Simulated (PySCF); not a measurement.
## Cobalt: a sound run and one with changed settings

Sound run: Co [Ar] 3d7 4s2, Co⁺ [Ar] 3d8. Calculation: PySCF 2.14, in x2c-TZVPall (6s5p4d1f, 48 functions); scalar relativity by spin-free X2C-1e. In the sound run the correlated levels freeze [Ar]. The sound run starts from symmetry-adapted Hartree-Fock orbitals and uses a fine grid where one is needed.

Changed run: initial guess atom, at most 50 SCF cycles, level shift 0.5 hartree.

```
species  method  sound run (hartree)  changed run (hartree)  converged
     Co     UHF          -1391.86947            -1391.78430        yes
     Co   M06-L          -1393.15353            -1393.14131         no
     Co    PBE0          -1393.00291            -1392.98317        yes
    Co⁺     UHF          -1391.56509            -1391.56509        yes
    Co⁺   M06-L          -1392.87732            -1392.87732        yes
    Co⁺    PBE0          -1392.71342            -1392.71342        yes
    Co⁺     MP2          -1391.79683            -1391.75934        yes
```

The plain start fixes occupations by D2h representation alone, and Co at UHF, Co at PBE0 landed in another state (other ⟨L²⟩ or ⟨S²⟩). A level shift leaves the converged SCF energy unchanged but raises the virtual orbital energies, which shrinks MP2 if it is not removed.
